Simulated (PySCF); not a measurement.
## Correlation energy of Pt (platinum, neutral)

[Xe] 4f14 5d10, closed-shell 1S (an excited configuration). Calculation: PySCF 2.14, in x2c-TZVPPall; the spin-free X2C one-electron Hamiltonian (Gaussian nucleus). Frozen: [Kr] 4d10 4f14; 18 electrons correlated.

MP2 pair energies summed by pair of shells (mhartree):

```csv
pair,energy,share (%)
5d-5d,-326.39,58.0
5p-5d,-150.09,26.7
5p-5p,-39.05,6.9
5s-5d,-25.21,4.5
5s-5p,-18.51,3.3
5s-5s,-3.12,0.6
```

Total MP2 correlation energy: -562.36 mhartree.

Same-spin part -186.63 and opposite-spin part -375.72 mhartree; SCS-MP2 scales them by 1/3 and 6/5 to -513.08 mhartree.

This basis was not built for core-valence correlation, so the inner-shell part is incomplete.
